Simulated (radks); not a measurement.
Task: Ir+, configuration [Xe] 4f14 5d7 6s1. Method: Dirac Kohn-Sham, PBEsol, spin-unpolarised, spherical densities, finite nucleus; open shells are shared between the two j in proportion to 2j + 1; Fermi nuclear charge, rms radius 5.4032 fm; computed with a radial shooting solver on a logarithmic mesh with Libxc functionals. Some entries of the table are withheld. Estimate them.

orbital,occ.,eigenvalue (eV),<r> (bohr),<r^2> (bohr^2)
1s1/2,2,-75964.21,0.01745,0.0004199
2s1/2,2,-13286.84,0.07299,0.006365
2p1/2,2,-12732.96,0.06018,0.004518
2p3/2,4,-11106.38,0.06849,0.005711
3s1/2,2,-3113.606,0.1900,0.04142
3p1/2,2,-2864.446,0.1801,0.03785
3p3/2,4,-2508.344,0.1954,0.04433
3d3/2,4,(1),0.1705,0.03414
3d5/2,6,(2),0.1752,0.03591
4s1/2,2,-670.3515,0.4234,0.2026
4p1/2,2,-565.0934,0.4267,0.2075
4p3/2,4,-480.7775,0.4606,0.2413
4d3/2,4,-307.8162,0.4720,0.2580
4d5/2,6,-292.1626,0.4833,0.2703
5s1/2,2,-106.0650,0.9788,1.076
5p1/2,2,-72.9607,1.065,1.283
4f5/2,6,-72.1161,0.5315,0.3462
4f7/2,8,-68.9957,0.5392,0.3565
5p3/2,4,-59.3385,1.165,1.536
5d3/2,2.8,-16.1405,1.633,3.158
5d5/2,4.2,-14.8706,1.698,3.421
6s1/2,1,-13.6112,2.691,(3)

Result: 
(1) 3d3/2 eigenvalue (eV): -2090.500
(2) 3d5/2 eigenvalue (eV): -2013.514
(3) 6s1/2 <r^2> (bohr^2): 8.186
